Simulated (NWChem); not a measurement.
# SiSH cation, singlet; SMILES [Si]=[SH+]

```xyz
3

Si    -0.0350    -1.0961     0.0000
S      0.1069     0.9644     0.0000
H     -1.2593     1.0423     0.0000
```
Atoms are numbered in this order, from 1.

Low-valent species are run as closed-shell singlets; no triplet was tried in these runs. Coordinates come from a PBE0/def2-SVP optimisation.

 Unshifted, non-relativistic core excitations; the lowest 4 roots alone, so stronger bands may lie above.

Problem. List the first S K-edge excitations from PBE/cc-pVTZ, restricted-window TDA (NWChem).

Solution. 
| state | energy (eV) | dipole oscillator strength | leading excitation (squared amplitude) |
|---|---|---|---|
| S1 | 2393.6 | 0.0003 | 1s of atom 2 or its equivalents → LUMO (1.00) |
| S2 | 2394.4 | 0.0019 | 1s of atom 2 or its equivalents → LUMO+1 (1.00) |
| S3 | 2397.6 | 0.0029 | 1s of atom 2 or its equivalents → LUMO+2 (1.00) |
| S4 | 2398.1 | 0.0020 | 1s of atom 2 or its equivalents → LUMO+3 (1.00) |
